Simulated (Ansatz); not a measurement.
`O=CBF` + CH₃OH → `COBC=O` + H–F at 600 K and 1 bar (ligand exchange at a B–F bond).

Isolated molecules relaxed with PBE0-D4/def2-TZVP in Ansatz; ΔE leaves out vibrations. CBS: MP2 limit from def2 TZ/QZ plus the TZ coupled-cluster correction, frozen cores. This one scheme is used for every species. Each species was taken in one conformer, which may not be the lowest.

```
 species  CCSD(T)/CBS energy (Eh)  H − E (kJ/mol)  S (J/(mol·K))
 `O=CBF`               -239.02821           125.4          345.6
   CH₃OH               -115.61712           163.6          277.3
`COBC=O`               -254.25700           248.4          406.1
     H–F               -100.39570            42.3          194.0
```

H − E and S are ideal-gas, rigid-rotor, harmonic terms from PBE0-D4/def2-TZVP, for one conformer and one mirror image of each species. 1 Eh = 2625.50 kJ/mol, R = 8.31446 J/(mol·K).

Question: By hand: ΔE, ΔH, ΔS and ΔG.

Answer: ΔE = (-254.25700) + (-100.39570) − (-239.02821) − (-115.61712) = -0.00737 Eh = -19.3 kJ/mol. Δ(H − E) = 248.4 + 42.3 − 125.4 − 163.6 = 1.7, so ΔH = -17.6 kJ/mol. ΔS = 406.1 + 194.0 − 345.6 − 277.3 = -22.8 J/(mol·K). ΔG = -17.6 − 600 × (-22.8)/1000 = -3.9 kJ/mol.

Question: By hand: the equilibrium constant, and the temperature at which ΔG would vanish if ΔH and ΔS stayed fixed.

Answer: log₁₀ K = −ΔG/(RT ln 10) = 0.3. ΔG = 0 at ΔH/ΔS = 772 K.

TΔS isn't small against ΔH here. The sign of ΔG lies within the doubt. A doubt of 5 kJ/mol in ΔE shifts log₁₀ K by 0.4 here. Other conformers and mirror images would add mixing entropy, several J/(mol·K) or more a flexible species. Modes under 60 cm⁻¹, often nearly free rotors, make the harmonic entropy too high. These are equilibria of isolated gas molecules and say nothing of rates. Largest T1 diagnostic: 0.015 (customary marks: 0.02 for closed shells, 0.045 for open ones).
